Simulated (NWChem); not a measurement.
**Correlation energy of HFSi**

```xyz
3

Si    -0.4560     0.4037     0.0000
H      0.5537     1.5754     0.0000
F      0.6478    -0.8030     0.0000
```
Charge 0, spin multiplicity 1.

Program: NWChem. All single points use one geometry, from PBE0/def2-SVP, a minimum by its harmonic frequencies.

Basis set: def2-SVP. Each correlation energy counts from its own Hartree-Fock reference.

The correlated methods keep 6 core orbitals frozen. The structure started from a generated list of species. Coupled-cluster values serve here as a point of comparison, not as the truth.

### Question
For the correlation energy, MP2 gives -267.8 mHa and SCS-MP2 gives -265.8 mHa. What do CR-CCSD[T], CR-CCSD(T), CCSD give?

### Answer
CR-CCSD[T]: -293.7 mHa; CR-CCSD(T): -293.0 mHa; CCSD: -288.6 mHa.
